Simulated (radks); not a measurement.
Results of a calculation; reference values are marked as such.
Q: Sr, configuration [Kr] 5s2. Level of theory: Dirac Kohn-Sham, PBEsol, spin-unpolarised, spherical densities, finite nucleus; Fermi nuclear charge, rms radius 4.224 fm (a radial shooting solver on a logarithmic mesh with Libxc functionals).

Spin-orbit splittings of the eigenvalues, e(l+1/2) - e(l-1/2), with zeta = 2 splitting/(2l+1) and mean radii in bohr:

shell  occ.  splitting (eV)  zeta (eV)  <r> j=l-1/2  <r> j=l+1/2
2p        6               ?          ?       0.1475       0.1517
3p        6           10.48      6.989       0.4916       0.5021
3d       10           1.830     0.7321       0.4963       0.5000
4p        6           1.167     0.7778        1.545        1.579
4d        0         0.04664    0.01866        3.479        3.529
5p        0         0.06443    0.04295        5.785        5.899

Estimate the 2p splitting.

A: 68.33 eV (zeta = 45.56 eV).
